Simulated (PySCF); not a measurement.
The third ionisation energy along the 3d series

Calculated with PySCF 2.14 from differences of total energies of unrestricted determinants, without spin-orbit coupling. Values in eV. The last column holds reference values (NIST; (s) semi-empirical, (t) theoretical, else measured). Unmarked ones compare directly (S terms, centres of terms, or small fine structure); those marked * lie between the lowest fine-structure levels and include a spin-orbit shift.

```tsv
element	configurations	UHF	MP2 (valence)	SCS-MP2 (valence)	reference
Sc (def2-SVP, non-relativistic)	[Ar] 3d1 → [Ar]	24.422	n/a	n/a	24.757 *
V (def2-SVP, non-relativistic)	[Ar] 3d3 → [Ar] 3d2	28.771	29.000	28.847	29.311 *
Cr (def2-SVP, non-relativistic)	[Ar] 3d4 → [Ar] 3d3	30.837	31.193	30.956	30.959 ± 0.025 *
Mn (def2-SVP, non-relativistic)	[Ar] 3d5 → [Ar] 3d4	32.994	33.599	33.196	33.668 ± 0.012 *
Fe (def2-SVP, non-relativistic)	[Ar] 3d6 → [Ar] 3d5	28.793	29.843	29.836	30.651 ± 0.012 *
Ni (def2-SVP, non-relativistic)	[Ar] 3d8 → [Ar] 3d7	33.160	34.810	34.694	35.187 ± 0.019 *
Cu (def2-SVP, non-relativistic)	[Ar] 3d9 → [Ar] 3d8	34.979	36.837	36.629	36.841 ± 0.012 *
```

"Valence" correlates the outer s and p shells and, in groups 3 to 12 and the f block, the outer d or f shell, open or full, or the next shell where the ion has no valence electron left; the wider scheme adds the next inner shell.
